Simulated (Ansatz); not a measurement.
Ansatz (a program for electronic structure) input (PBE/aug-cc-pV(D+d)Z): A basis named .json is the Basis Set Exchange file of that set (core-valence sets with the plain set on hydrogen).

Ansatz 0.2 input:
```yaml
crystal:
  periodic: [false, false, false]
  atoms:
    - {symbol: F, position_ang: [-1.21299123, -0.50470806, 0.01613613]}
    - {symbol: S, position_ang: [-0.00574452, 0.55322190, 0.00745691]}
    - {symbol: F, position_ang: [1.22320370, -0.47879753, -0.02939285]}
basis:
  gaussian:
    orbitals: aug-cc-pV_D+d_Z.json
hamiltonian:
  xc: {name: PBE}
output: {forces: true}
magnetization: {spin_polarized: false}
```

Output:

```
Functional definition: PBE
integrals: 0.02 GiB planned
726 factors; their error is unknown
mean field: 0.21 GiB planned
mean field evaluation 1: about -16257.1633 eV, gradient 3.6e1 eV
mean field evaluation 2: about -16247.1078 eV, gradient 8.7e1 eV
mean field evaluation 4: about -16259.0358 eV, gradient 1.6e0 eV
mean field evaluation 8: about -16259.0216 eV, gradient 1.4e-2 eV
mean field -16259.02161507 eV, -597.5080235930 hartree, gradient 3.0e-5 eV, S^2 0.000000; 0 other end points of the search recorded, 0 dependent functions left out
the calculation of the forces begins
reference -16259.02166296 eV, -597.5080253530 hartree; 17, 17 occupied and 61, 61 virtual orbitals, 726 factors
Total energy: -16259.02166296 eV, -597.5080253530 hartree
Atom 0 at    -1.212991    -0.504708     0.016136 Å, force    -1.061244    -0.853939     0.008640 eV/Å
Atom 1 at    -0.005745     0.553222     0.007457 Å, force    -0.017498     1.685117     0.022714 eV/Å
Atom 2 at     1.223204    -0.478798    -0.029393 Å, force     1.078741    -0.831178    -0.031354 eV/Å
Dipole moment:    -0.001939     0.186765     0.002517 e Å
```
